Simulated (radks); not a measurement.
The numbers below are computed, except where a source is named.
Problem. Ionisation of Ni, [Ar] 3d8 4s2, to Ni+, [Ar] 3d9, under several functionals. Dirac Kohn-Sham, spin-unpolarised, spherical densities, point nucleus; open shells are shared between the two j in proportion to 2j + 1; a radial shooting solver on a logarithmic mesh with Libxc functionals. The NIST Atomic Spectra Database gives 7.640 eV (measured). Rank these functionals by the error of their Delta-SCF ionisation energy: revPBE; PBE; LDA (Slater exchange, VWN5 correlation); OLYP; BLYP; Wu-Cohen GGA; PBEsol; PW91; BP86.

Solution. From best to worst: LDA (Slater exchange, VWN5 correlation) 6.543 eV (-1.097); BP86 6.505 eV (-1.135); BLYP 6.497 eV (-1.143); PW91 6.351 eV (-1.289); PBE 6.319 eV (-1.321); PBEsol 6.265 eV (-1.375); Wu-Cohen GGA 6.252 eV (-1.388); revPBE 6.171 eV (-1.469); OLYP 5.619 eV (-2.021). Spin polarisation and multiplet splitting are left out, so open shells lie too high by an amount that depends on their filling.

Beside tabulated values, note that spin-unpolarised runs miss the spin-polarisation part of the exchange energy of open shells.
